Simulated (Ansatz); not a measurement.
Geometry optimisation, Ansatz, RKS PBE0-D4/def2-SVP.

input.yaml

```yaml
crystal:
  periodic: [false, false, false]
  atoms:
    - { symbol: C, position_ang: [-1.3619, 0.9812, 0.517] }
    - { symbol: Si, position_ang: [0.2142, 0.1941, 0.1517] }
    - { symbol: C, position_ang: [0.3254, -1.3954, 1.089] }
    - { symbol: C, position_ang: [0.5067, -0.0909, -1.6967] }
    - { symbol: "N", position_ang: [-0.28152, 0.13704, -2.62553] }
    - { symbol: H, position_ang: [-1.4856, 1.9962, -0.0263] }
    - { symbol: H, position_ang: [-1.4967, 1.2274, 1.5791] }
    - { symbol: H, position_ang: [-2.2089, 0.4138, 0.1816] }
    - { symbol: H, position_ang: [1.3086, 1.1209, 0.6564] }
    - { symbol: H, position_ang: [0.2634, -1.2189, 2.2018] }
    - { symbol: H, position_ang: [1.317, -1.8729, 0.9467] }
    - { symbol: H, position_ang: [-0.405, -2.0933, 0.8212] }
    - { symbol: H, position_ang: [1.51954, -0.66584, -1.90882] }
    - { symbol: H, position_ang: [-1.14856, 0.54509, -2.21375] }
basis:
  gaussian: { orbitals: def2-SVP }
hamiltonian:
  xc: pbe0
  dispersion: d4
relax:
  f_tol: 0.015
  max_steps: 40
```

Launched with:

```bash
$ ansatz run input.yaml --threads 2 --pin off --max-ram 3072MiB --backend cpu --events-out ev --progress --plain --runs-dir out
```

Q: Where does it end, and by what steps?

A: The forces met the threshold. After 8 steps the energy has fallen by 0.431 eV; H13 moved furthest, 0.11 Å.

```csv
step,energy less start (eV),largest force component (eV/Å),accepted
0,0.0000,2.963,yes
1,-0.2837,1.487,yes
2,-0.2549,1.156,no
3,-0.4031,0.984,yes
4,-0.4298,0.074,yes
5,-0.4276,0.144,no
6,-0.4306,0.017,yes
7,-0.4307,0.019,yes
8,-0.4307,0.006,yes
```

```xyz
14
Properties=species:S:1:pos:R:3
C -1.399 1.036 0.463
Si 0.266 0.203 0.214
C 0.383 -1.426 1.145
C 0.503 -0.120 -1.648
N -0.318 0.150 -2.584
H -1.461 1.988 -0.088
H -1.563 1.259 1.529
H -2.225 0.388 0.128
H 1.370 1.110 0.669
H 0.289 -1.268 2.231
H 1.351 -1.917 0.959
H -0.414 -2.116 0.828
H 1.448 -0.607 -1.969
H -1.162 0.598 -2.204
```

Whether the end is a true minimum wasn't checked by a vibrational analysis.

Run time: 24 s on 2 threads of INTEL(R) XEON(R) PLATINUM 8581C CPU @ 2.10GHz (Emerald Rapids), on a shared host, peak memory 0.3 GiB.
